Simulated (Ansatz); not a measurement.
Isolated molecules relaxed with PBE0-D4/def2-TZVP in Ansatz; ΔE leaves out vibrations. CCSD(T)/CBS adds triple-zeta CCSD(T) − MP2 to the extrapolated MP2 energy (def2 sets, frozen cores). DFT in def2-TZVPP. For Br, Ge outer-core shells are correlated without core-valence functions, which leaves a few kJ/mol of doubt a bond. Scalar relativity is left out up to krypton. One conformer a species, not always the lowest.

`[F][GeH2][Br]` + `[NH2][GeH3]` → `[F][GeH2][NH][GeH3]` + HBr  (ligand exchange at a Ge–Br bond)

`[F][GeH2][Br]`:

Z-matrix (Å, degrees):
```
Ge
F 1 1.731
Br 1 2.286 2 106.7
H 1 1.529 2 106.9 3 -117.0
H 1 1.529 2 106.9 3 117.0
```

`[NH2][GeH3]`:

```xyz
7

N     0.104   -0.281    1.123
Ge    0.067    0.286   -0.631
H    -0.767   -0.136    1.614
H     0.365   -1.252    1.229
H     1.469    0.039   -1.208
H    -0.972   -0.441   -1.519
H    -0.265    1.785   -0.608
```

`[F][GeH2][NH][GeH3]`:

```xyz
10

F     0.721   -2.303   -0.887
Ge    0.964   -1.209    0.457
N     0.556    0.482   -0.030
Ge   -1.146    1.138   -0.294
H    -0.018   -1.681    1.533
H     2.455   -1.320    0.795
H     1.283    0.963   -0.541
H    -2.068    0.261    0.565
H    -1.563    1.066   -1.774
H    -1.184    2.603    0.175
```

HBr:

Cartesian coordinates in Å:
```
Br -0.626 -0.280 0.184
H 0.626 0.280 -0.184
```

(1) Is it downhill or uphill in electronic energy at CCSD(T)/CBS, and by how much? (Best estimate.)

(2) What do these levels give: ωB97M-V, r2SCANh, HF/def2-SVP, MP2/def2-SVP, MP2/def2-TZVPP, CCSD(T)/def2-TZVPP? (Best estimate.)

(3) What do rigid-rotor, harmonic-oscillator terms from PBE0-D4/def2-TZVP frequencies (298.15 K, 1 bar) make of the CCSD(T)/CBS value? (Estimate.)

Largest T1 diagnostic among the species: 0.012.

Answers

(1) Ansatz gave: Uphill: ΔE = +45.3 kJ/mol.

(2) Computed: ωB97M-V 51.8, r2SCANh 56.9, HF/def2-SVP 46.2, MP2/def2-SVP 35.1, MP2/def2-TZVPP 44.0, CCSD(T)/def2-TZVPP 42.7 kJ/mol.

(3) Computed: ΔZPE = -10.8 kJ/mol, ΔH = +37.0 kJ/mol, ΔS = -15 J/(mol·K), ΔG = +41.4 kJ/mol. Modes under 50 cm⁻¹ make the entropy rough.

In def2-TZVPP, CCSD(T) changes the Hartree–Fock value by −15.1 kJ/mol (the triples alone add −1.3 kJ/mol) and MP2 by −13.8 kJ/mol. Leaving LDA and LC-ωPBE aside and taking each functional with its dispersion term where it has one, the values, not all of them listed here, spread over 8.3 kJ/mol, from CAM-B3LYP-D4 to HSE06-D4. LDA lies −11.0 kJ/mol from PBE without D4. At CCSD(T), def2-SVP lies −12.0 kJ/mol from the extrapolated value and def2-TZVPP −2.6 kJ/mol.
